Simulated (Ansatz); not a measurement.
Consider the ligand exchange at the Si–O bond: `O[SiH](Br)O[SiH3]` + `[OH][Cd][F]` → `[F][Cd][O][SiH3]` + `O[SiH](O)Br`.

Computed with Ansatz on PBE0-D4/def2-TZVP structures; ΔE is electronic, products minus reactants. CBS: MP2 limit from def2 TZ/QZ plus the TZ coupled-cluster correction, frozen cores. DFT in def2-TZVPP. def2 core potentials past Kr. For Br, Cd outer-core shells are correlated without core-valence functions, which leaves a few kJ/mol of doubt a bond. Scalar relativity is left out up to krypton. One conformer a species, not always the lowest.

```
            species  r2SCAN-D4 energy (Eh)
`O[SiH](Br)O[SiH3]`            -3306.74222
      `[OH][Cd][F]`             -343.51542
 `[F][Cd][O][SiH3]`             -634.23001
      `O[SiH](O)Br`            -3016.02792
```

Question: Work out ΔE.

Answer: ΔE = (-634.23001) + (-3016.02792) − (-3306.74222) − (-343.51542) = -0.00029 Eh = -0.8 kJ/mol. CCSD(T)/CBS gives +1.4 kJ/mol.

Largest T1 diagnostic among the species: 0.017.

From BLYP to BHLYP (50 % exact exchange), in def2-TZVPP and without D4, ΔE moves by −4.5 kJ/mol. The D4 term adds +4.3 kJ/mol with B3LYP and +2.7 kJ/mol with PBE0; it sums over pairs of atoms, weighted by their polarisabilities, and B3LYP, whose exchange is more repulsive, gets the larger term.

B3LYP here is the variant with VWN-RPA as its local correlation; programs differ in this.
